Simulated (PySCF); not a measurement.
dichloro(silyloxy)silane (Cl₂H₄OSi₂), SMILES [SiH3]O[SiH](Cl)Cl. Coordinates come from a ωB97X-D3(BJ)/def2-SVP optimisation. One conformer was computed; it need not be the lowest.

Problem. Give the equilibrium geometry at ωB97X-D3(BJ)/def2-SVP (PySCF confirms it by a frequency run) as a Z-matrix. (An estimate is asked for; the answer gives what the named calculation found.)

Solution. Several could match; the one computed here: 
```
O
Si 1 1.6319
Si 1 1.6782 2 136.18
H 2 1.4703 1 110.69 3 162.73
H 3 1.4847 1 107.62 2 151.76
H 3 1.4869 5 110.24 1 -119.11
H 3 1.4888 5 110.36 6 -121.65
Cl 2 2.0483 4 109.80 1 -121.33
Cl 2 2.0532 4 110.13 1 120.15
```
Charge 0, spin multiplicity 1.
